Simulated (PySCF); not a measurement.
Ethylguaiacol, C9H12O2.
SMILES: `CCC1=CC(OC)=C(O)C=C1`

Torsions of this conformer, `[CH3:1][CH2:2][c:3]1[cH:4][cH:5][c:6]([OH:7])[c:8]([O:9][CH3:10])[cH:11]1`: C1–C2–C3–C4 90°, C6–C8–O9–C10 180°, H–O7–C6–C5 180°.

The closed-shell ground state was solved at several levels (PySCF, density fitting, gas phase, non-relativistic). Isolated species at its PBE0-D3(BJ)/def2-SVP geometry (one conformer only).

```
          level  basis functions  total energy (Eh)  HOMO (eV)  LUMO (eV)  gap (eV)  dipole (D)
B3LYP/def2-SVPD              322          -500.2960      -5.77      -0.22      5.55        2.76
  PBE0/pcSseg-1              247          -499.9879      -5.91       0.09      6.00        2.89
    HF/pcSseg-1              247          -497.4284      -7.98       3.61     11.59        3.11
```

(1) What might B3LYP/pcJ-1 (417 basis functions) give for the same quantities?

(2) Over all these levels, which gives the widest orbital gap and which the narrowest?

(3) How far do the dipole and the HOMO energy spread over the levels?

## Answers

(1) Total energy -500.6479 Eh, HOMO -5.68 eV, LUMO -0.09 eV, gap 5.59 eV, dipole 2.88 D.

(2) HF/pcSseg-1 (Hartree–Fock, all exact exchange) has the widest, 11.59 eV, and B3LYP/def2-SVPD (global hybrid, 20 % exact exchange) the narrowest, 5.55 eV. Functional and basis both differ between the two, so the spread mixes both effects. The HOMO need not be the same orbital at Hartree–Fock and at DFT levels.

(3) The dipole runs from 2.76 to 3.11 D (mean 2.91 D) and the HOMO from -7.98 to -5.68 eV.
